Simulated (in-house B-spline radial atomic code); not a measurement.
## B97-1 excitations of Mg2+

Method: B97-1. Computed with a B-spline radial code for spherical atoms: linear response of the closed shell [He] 2s2 2p6 with the functional's adiabatic kernel; non-relativistic, point nucleus, no spin-orbit coupling, no double excitations, S, P, D and F terms only. Only terms of natural parity with L up to 3 were computed.

Command:
```bash
python run_td.py task.json out
```
Settings (radii: box in bohr, nucleus in fm):
```
Z                        12
electrons                10
configuration            [He] 2s2 2p6
hamiltonian              nr
method                   b97_1
box_radius               29.48
intervals                52
```

Cost of the run: 0.4 s on 1 thread of Intel(R) Xeon(R) Platinum 8375C CPU @ 2.90GHz (Ice Lake), on a shared host.

The lowest states, in the order of their Tamm-Dancoff energies; the method's threshold (minus the highest occupied level) is 70.15 eV. Labels give the largest channel, * marks a mixed state, and oscillator strengths are full-response dipole values. Semilocal kernels can invert the small singlet-triplet splittings of Rydberg terms. Energies in eV:

```tsv
state	full response	Tamm-Dancoff	oscillator strength
2p → 3s 3P	49.82	49.83	-
2p → 3s 1P	50.39	50.41	0.2
2p → 3p 3S	54.60	54.64	-
2p → 3p 3D	55.23	55.24	-
2p → 3p 1D	55.65	55.65	-
2p → 3p 1S	57.71	57.93	-
2p → 3d 3P	?	?	-
2p → 3d 3F	61.54	61.55	-
2p → 3d 1F	?	?	-
2p → 3d 1P	61.93	61.95	0.295
```

Q: Where does 2p → 3d 1F lie?

A: At 61.70 eV in full response, 61.70 eV in Tamm-Dancoff.

Q: Where does 2p → 3d 3P lie?

A: At 61.42 eV in full response, 61.42 eV in Tamm-Dancoff.

Q: How large is the singlet-triplet splitting of 2p → 3s (P terms) in Tamm-Dancoff?

A: 0.574 eV, from the unrounded values.

Q: What polarisabilities and dispersion coefficient does the method give?

A: Dipole 0.5008 bohr³, quadrupole 0.5815 bohr⁵, C6 0.6043 hartree·bohr⁶ for two such species.
